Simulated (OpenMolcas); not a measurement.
## N2+, P2+, As2+, Sb2+, Bi2+: ns² np down the group

```
Program             : OpenMolcas 26.06
Method              : SS-RASPT2, IPEA 0.25 Eh, imaginary shift 0.1 Eh
Basis               : ANO-RCC-VTZP
Scalar Hamiltonian  : DKH2, point nucleus
Spin-orbit coupling : state interaction with AMFI integrals over the reference wave functions, term energies averaged over their components
```

Active space for each ion: 3 electrons in 9 orbitals (RAS2 s p; RAS3 d, at most 2 electrons); closed shells correlated by CASPT2: N2+ 1s; P2+ 2s 2p; As2+ 3d; Sb2+ 4d; Bi2+ 5d.

Computed levels in cm-1 above ²P°_1/2:

```tsv
Level	N2+	P2+	As2+	Sb2+	Bi2+
²P°_3/2	156	486	2640	5830	18260
weight of ²P° in the lowest level (%)	100	100	100	100	100
```

Measured, with the error of the calculation in %. Measured levels: N2+ from Moore, Selected Tables of Atomic Spectra, NSRDS-NBS 3, section 5; P2+ from Martin, Zalubas and Musgrove, J. Phys. Chem. Ref. Data 14, 751 (1985); As2+ from Moore, Atomic Energy Levels, vol. II, NSRDS-NBS 35 (1971 reprint of NBS Circular 467, 1952); Sb2+, Bi2+ from Moore, Atomic Energy Levels, vol. III, NSRDS-NBS 35 (1971 reprint of NBS Circular 467, 1958).

```tsv
Level	N2+	P2+	As2+	Sb2+	Bi2+
²P°_3/2	174 (-10.3)	559 (-13.0)	2940 (-10.2)	6576 (-11.4)	20788 (-12.1)
```

The fine-structure level ²P°_3/2 changes by a factor of 117 from N2+ to Bi2+.

Active for correlation alone: 3d; no level in the range computed is led by a configuration that fills it, so any true level of that kind is missing (holds for N2+; P2+). Active for correlation alone: 4d; no level in the range computed is led by a configuration that fills it, so any true level of that kind is missing (holds for As2+). Active for correlation alone: 5d; no level in the range computed is led by a configuration that fills it, so any true level of that kind is missing (holds for Sb2+). The run also gave levels led by 6s 6p 6d, which use shells meant for correlation; these and all levels above them are left out (holds for Bi2+). Computed and measured levels are paired by configuration, term and J; levels that our copy of the source lacks, or whose pairing is in doubt (as where it misses far off the trend of its configuration), stay unpaired and out of the deviations. Levels of configurations outside the active space are missing.

° marks odd parity.
